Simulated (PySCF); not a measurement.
## CsF: energy against distance

Set-up: basis Cs def2-TZVPP with ECP46, F def2-TZVPP; scalar-relativistic core potentials; PySCF 2.14. Energies in eV from Cs + F in their ground configurations at the same level. State: ¹Σ⁺ (singlet), closed shell.

```
R (Å)  r²SCAN     PBE  ωB97X-V    PBE0
2.028  -4.480  -4.640   -4.497  -4.343
2.122  -4.869  -5.018   -4.891  -4.713
2.216  -5.086  -5.229   -5.115  -4.916
2.287  -5.166  -5.306   -5.200  -4.987
2.358  -5.193  -5.331   -5.231  -5.006
2.429  -5.179  -5.316   -5.221  -4.986
2.523  -5.113  -5.251   -5.160  -4.913
2.641  -4.981  -5.121   -5.033  -4.775
2.782  -4.780  -4.926   -4.837  -4.570
2.971  -4.484  -4.640   -4.543  -4.270
```

Q: Put a parabola through the three lowest points of the r²SCAN curve and estimate Re, k and ωe (reduced mass 16.62 u; 1 eV/Å² = 0.16022 mdyn/Å; ωe = 1302.8·√(k/μ) cm⁻¹).

A: Through R = 2.287, 2.358, 2.429 Å the second-order coefficient is 4.07 eV/Å², so Re ≈ 2.369 Å, k ≈ 1.30 mdyn/Å and ωe ≈ 365 cm⁻¹. A polynomial fit of higher order to the unrounded r²SCAN energies gives Re = 2.366 Å, k = 1.26 mdyn/Å, ωe = 359 cm⁻¹; anharmonicity and rounding make the difference.

The higher-order fit for each curve: r²SCAN: Re = 2.366 Å, ωe = 359 cm⁻¹, De = 5.19 eV; PBE: Re = 2.364 Å, ωe = 356 cm⁻¹, De = 5.33 eV; ωB97X-V: Re = 2.373 Å, ωe = 357 cm⁻¹, De = 5.23 eV; PBE0: Re = 2.354 Å, ωe = 363 cm⁻¹, De = 5.01 eV.

These are scalar-relativistic numbers at best; spin–orbit coupling would shift them, the dissociation energy most.
